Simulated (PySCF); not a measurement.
C₆H₅F₂O₂ (doublet state).
Atom-mapped SMILES: `[CH:1]#[C:2][C@@H:3]1[CH:4][O:5][C@H:6]([F:7])[O:8][C@@H:9]1[F:10]` (hydrogens: H11 on C1; H12 on C3; H13 on C4; H14 on C6; H15 on C9)

Geometry (GFN2-xTB, Å), atoms numbered from 1 in this order:
```
atom  x, y, z in Å
C1     2.4295    0.6937   -0.6590
C2     1.5815   -0.0358   -0.2343
C3     0.4823   -0.8940    0.2052
C4    -0.4374   -1.1117   -0.9473
O5    -1.3621   -0.1420   -1.2728
C6    -1.5395    0.8316   -0.3271
F7    -0.6040    1.8218   -0.5251
O8    -1.4955    0.3759    0.9611
C9    -0.3121   -0.2484    1.3665
F10    0.4625    0.6625    2.0338
H11    3.1933    1.3244   -1.0038
H12    0.9022   -1.8499    0.5362
H13   -0.1698   -1.7219   -1.7888
H14   -2.5231    1.2957   -0.4827
H15   -0.6123   -0.9941    2.1162
```

The hyperfine couplings belong to this conformer and change with its torsions.

The calculation used UKS B3LYP, pcH-1 on C F H O, non-relativistic, mean-field spin-orbit, GIAO in PySCF 2.14.0. Geometry: GFN2-xTB, one conformer, isolated molecule. Couplings are sensitive to structure, and on GFN2-xTB geometries they can be far from those on DFT ones. No stability test was run, so a lower SCF solution isn't excluded.

Q: What is the g tensor, term by term?

A: 
| Δg (ppm) | 1 | 2 | 3 |
| --- | --- | --- | --- |
| relativistic mass correction | -198 | -198 | -198 |
| gauge correction | 2 | 38 | 30 |
| orbital Zeeman/spin–orbit | -93 | 1023 | 1816 |
| total | -288 | 863 | 1648 |

So g = 2.00203, 2.00318, 2.00397 and g_iso = 2.00306; the tensor is rhombic: the two nearest values differ by 41 % of g3 − g1. Axes: g2 points within 13° of the C4–O5 bond.

Q: How much does each term add to the isotropic shift?

A: The orbital-Zeeman/spin–orbit term 915, the mass correction -198 and the gauge correction 24 ppm, for a total of 741 ppm. The orbital-Zeeman/spin–orbit term is the largest in size. The mass correction is the same along every axis, so the anisotropy comes from the other two: their spans along these axes are 36 (gauge) and 1908 ppm (orbital Zeeman/spin–orbit).

Q: What are the electron Larmor frequencies g μB B/h along the three axes at 1200 mT?

A: 33.6251, 33.6444, 33.6576 GHz for g1, g2 and g3, a range of 32.5 MHz.

Q: In a frozen sample, at which fields do the three g values resonate at 9.5, 34, 94 and 263 GHz (hyperfine left aside), and which band first spreads them over more than twice a line width of 1.0 mT?

A: 
```
band    GHz  B(g3) mT  B(g2) mT  B(g1) mT  spread mT
   X    9.5    338.70    338.84    339.03       0.33
   Q   34.0   1212.21   1212.68   1213.38       1.17
   W   94.0   3351.39   3352.71   3354.64       3.24
   J  263.0   9376.78   9380.45   9385.85       9.07
```

The spread grows in proportion to the frequency. W band is the first where it exceeds 2.0 mT.

The largest Mulliken spin populations are on C4 (+0.90) and O5 (+0.09). No atom but C4 exceeds +0.15. The angles at C4 add up to 354.4°, so it is nearly planar; its axial dipolar tensor and the negative coupling of its proton fit spin in a p orbital normal to that plane.

The HOMO–LUMO gaps are 5.97 eV among the α and 5.87 eV among the β orbitals.
